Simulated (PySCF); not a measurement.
PySCF input (BP86/def2-SVP):

```python
from pyscf import gto, dft

mol = gto.M(
    atom='''
    C    -1.61566600   -0.23967700    0.96882900
    B    -0.32427600   -0.05275300    0.19743200
    S    -0.17509400    1.43482000   -0.83178000
    S     1.05009100   -1.23455700    0.26190600
    H    -2.43084100    0.47423000    0.92228500
    H    -1.80090800   -1.09386400    1.61005700
    H     1.05914000    1.23052800   -1.32346200
    H     0.48802200   -2.11326700    1.10897500
    ''',
    basis='def2-svp',
    charge=0,
    spin=1,
    verbose=4,
)

mf = dft.UKS(mol, xc='bp86')
mf.grids.level = 3
mf.conv_tol = 1e-9
mf.max_cycle = 100
mf.max_memory = 1500
mf.kernel()
if not mf.converged:
    mf = mf.newton()
    mf.kernel(mf.make_rdm1())
mo, _, stable, _ = mf.stability(return_status=True)
if not stable:
    mf.kernel(mf.make_rdm1(mo, mf.mo_occ))
    stable = mf.stability(return_status=True)[2]
mf.dip_moment()
```

Output:

```
PySCF version 2.14.0

[INPUT] verbose = 4
[INPUT] num. atoms = 8
[INPUT] num. electrons = 47
[INPUT] charge = 0
[INPUT] spin (= nelec alpha-beta = 2S) = 1
[INPUT] symmetry False subgroup None
[INPUT] Mole.unit = angstrom
[INPUT] Symbol           X                Y                Z      unit          X                Y                Z       unit  Magmom
[INPUT]  1 C     -1.615666000000  -0.239677000000   0.968829000000 AA   -3.053166248772  -0.452923888357   1.830821471536 Bohr   0.0
[INPUT]  2 B     -0.324276000000  -0.052753000000   0.197432000000 AA   -0.612792828769  -0.099688722249   0.373092408225 Bohr   0.0
[INPUT]  3 S     -0.175094000000   1.434820000000  -0.831780000000 AA   -0.330879706055   2.711416838048  -1.571836395891 Bohr   0.0
[INPUT]  4 S      1.050091000000  -1.234557000000   0.261906000000 AA    1.984384395871  -2.332974615165   0.494930610380 Bohr   0.0
[INPUT]  5 H     -2.430841000000   0.474230000000   0.922285000000 AA   -4.593623742364   0.896164820052   1.742866058794 Bohr   0.0
[INPUT]  6 H     -1.800908000000  -1.093864000000   1.610057000000 AA   -3.403222895538  -2.067103377521   3.042566774939 Bohr   0.0
[INPUT]  7 H      1.059140000000   1.230528000000  -1.323462000000 AA    2.001484527572   2.325360908609  -2.500980716269 Bohr   0.0
[INPUT]  8 H      0.488022000000  -2.113267000000   1.108975000000 AA    0.922227922762  -3.993495858081   2.095659028990 Bohr   0.0

nuclear repulsion = 176.215961396291
number of shells = 40
number of NR pGTOs = 148
number of NR cGTOs = 84
basis = def2-svp
ecp = {}

******** <class 'pyscf.dft.uks.UKS'> ********
method = UKS
initial guess = minao
damping factor = 0
level_shift factor = 0
DIIS = <class 'pyscf.scf.diis.CDIIS'>
diis_start_cycle = 1
diis_space = 8
diis_damp = 0
SCF conv_tol = 1e-09
SCF conv_tol_grad = None
SCF max_cycles = 100
direct_scf = True
direct_scf_tol = 1e-13
number electrons alpha = 24  beta = 23
XC library pyscf.dft.libxc version 7.1.2
    S. Lehtola, C. Steigemann, M. J. T. Oliveira, and M. A. L. Marques,  SoftwareX 7, 1–5 (2018)
XC functionals = bp86
    A. D. Becke,  Phys. Rev. A 38, 3098 (1988)
    J. P. Perdew,  Phys. Rev. B 33, 8822 (1986)
    J. P. Perdew,  Phys. Rev. B 34, 7406–7406 (1986)
radial grids:
    Treutler-Ahlrichs [JCP 102, 346 (1995); DOI:10.1063/1.469408] (M4) radial grids

becke partition: Becke, JCP 88, 2547 (1988); DOI:10.1063/1.454033
pruning grids: <function nwchem_prune>
grids dens level: 3
symmetrized grids: False
atomic radii adjust function: <function treutler_atomic_radii_adjust>
small_rho_cutoff = 0
Set gradient conv threshold to 3.16228e-05
tot grids = 105160
init E= -861.710683683509
  alpha nocc = 24  HOMO = -0.246560283277723  LUMO = -0.0620498841233026
  beta  nocc = 23  HOMO = -0.284718007138338  LUMO = -0.246560283277721

WARN: HOMO -0.246560283277723 >= LUMO -0.246560283277721

cycle= 1 E= -861.50535039477  delta_E= 0.205  |g|= 0.223  |ddm|= 2.12
  alpha nocc = 24  HOMO = -0.141153075215491  LUMO = -0.000955593472166338
  beta  nocc = 23  HOMO = -0.193007224656938  LUMO = -0.0942033049647479
  HOMO = -0.141153075215  LUMO = -0.0942033049647  gap/eV = 1.27757
cycle= 2 E= -861.473102132304  delta_E= 0.0322  |g|= 0.319  |ddm|= 0.698
  alpha nocc = 24  HOMO = -0.2083593950668  LUMO = -0.0105219002593566
  beta  nocc = 23  HOMO = -0.214367111262128  LUMO = -0.157953997131544
  HOMO = -0.208359395067  LUMO = -0.157953997132  gap/eV = 1.37160
cycle= 3 E= -861.537229269815  delta_E= -0.0641  |g|= 0.0706  |ddm|= 0.431
  alpha nocc = 24  HOMO = -0.206898159459048  LUMO = -0.0158239253787134
  beta  nocc = 23  HOMO = -0.225308601962021  LUMO = -0.153207202938788
  HOMO = -0.206898159459  LUMO = -0.153207202939  gap/eV = 1.46101
cycle= 4 E= -861.540516065382  delta_E= -0.00329  |g|= 0.0186  |ddm|= 0.12
  alpha nocc = 24  HOMO = -0.208951531407306  LUMO = -0.0155576451566062
  beta  nocc = 23  HOMO = -0.223979987262688  LUMO = -0.152646848306173
  HOMO = -0.208951531407  LUMO = -0.152646848306  gap/eV = 1.53213
cycle= 5 E= -861.54074190468  delta_E= -0.000226  |g|= 0.00438  |ddm|= 0.0275
  alpha nocc = 24  HOMO = -0.209148057620201  LUMO = -0.0153546995750404
  beta  nocc = 23  HOMO = -0.22386834289872  LUMO = -0.152002251251242
  HOMO = -0.20914805762  LUMO = -0.152002251251  gap/eV = 1.55502
cycle= 6 E= -861.540756116018  delta_E= -1.42e-05  |g|= 0.00132  |ddm|= 0.00786
  alpha nocc = 24  HOMO = -0.209234106297751  LUMO = -0.0153981618216759
  beta  nocc = 23  HOMO = -0.223897974454534  LUMO = -0.151777246928327
  HOMO = -0.209234106298  LUMO = -0.151777246928  gap/eV = 1.56348
cycle= 7 E= -861.540757482845  delta_E= -1.37e-06  |g|= 0.000456  |ddm|= 0.00257
  alpha nocc = 24  HOMO = -0.209236325728388  LUMO = -0.015383620540363
  beta  nocc = 23  HOMO = -0.223895018053401  LUMO = -0.151752683514988
  HOMO = -0.209236325728  LUMO = -0.151752683515  gap/eV = 1.56421
cycle= 8 E= -861.540757531775  delta_E= -4.89e-08  |g|= 0.000322  |ddm|= 0.00123
  alpha nocc = 24  HOMO = -0.209241689439236  LUMO = -0.0153825716298246
  beta  nocc = 23  HOMO = -0.223882361198425  LUMO = -0.151758982824427
  HOMO = -0.209241689439  LUMO = -0.151758982824  gap/eV = 1.56418
cycle= 9 E= -861.540757610184  delta_E= -7.84e-08  |g|= 9.43e-05  |ddm|= 0.000684
  alpha nocc = 24  HOMO = -0.209242057046981  LUMO = -0.0153823750304074
  beta  nocc = 23  HOMO = -0.223884684905959  LUMO = -0.151761231056757
  HOMO = -0.209242057047  LUMO = -0.151761231057  gap/eV = 1.56413
cycle= 10 E= -861.540757618376  delta_E= -8.19e-09  |g|= 3.39e-05  |ddm|= 0.000174
  alpha nocc = 24  HOMO = -0.209236954232766  LUMO = -0.015384636098891
  beta  nocc = 23  HOMO = -0.223886423992401  LUMO = -0.151757546568862
  HOMO = -0.209236954233  LUMO = -0.151757546569  gap/eV = 1.56409
cycle= 11 E= -861.540757616868  delta_E= 1.51e-09  |g|= 1.47e-05  |ddm|= 6.34e-05
  alpha nocc = 24  HOMO = -0.209238995148717  LUMO = -0.0153843744006936
  beta  nocc = 23  HOMO = -0.223886148218053  LUMO = -0.151759712914779
  HOMO = -0.209238995149  LUMO = -0.151759712915  gap/eV = 1.56409
cycle= 12 E= -861.540757616988  delta_E= -1.2e-10  |g|= 4.65e-06  |ddm|= 1.83e-05
  alpha nocc = 24  HOMO = -0.209237241307206  LUMO = -0.0153841578066132
  beta  nocc = 23  HOMO = -0.223885915368866  LUMO = -0.151758418705096
  HOMO = -0.209237241307  LUMO = -0.151758418705  gap/eV = 1.56408
Extra cycle  E= -861.540757616975  delta_E= 1.34e-11  |g|= 6.88e-06  |ddm|= 1.27e-05
converged SCF energy = -861.540757616975  <S^2> = 0.75317918  2S+1 = 2.0031767
uhf_internal: lowest eigs of H = [0.26704648 0.28170531 0.29468492]
<class 'pyscf.dft.uks.UKS'> wavefunction is stable in the internal stability analysis
Dipole moment(X, Y, Z, Debye): -0.31749, -0.79637,  0.67084
```

The geometry given is a B3LYP-D3(BJ)/def2-TZVP minimum.
